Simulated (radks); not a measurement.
Problem. The bismuth ion Bi8+ is in [Xe] 4f14 5d7. All-electron calculation, scalar-relativistic Kohn-Sham, PBE, spin-polarised, spherical densities, finite nucleus; Fermi nuclear charge, rms radius of each element as measured or else 0.836 A^(1/3) + 0.57 fm. Program: a radial shooting solver on a logarithmic mesh with Libxc functionals. Open shells are filled with parallel spins first. One electron is removed from 4f, 5s, 5d, 5p in turn, with full relaxation. Which removal costs least, and what does each cost?

Solution. 5d 143.27 eV; 5p 218.19 eV; 5s 282.86 eV; 4f 288.66 eV. The 5d electron leaves first.
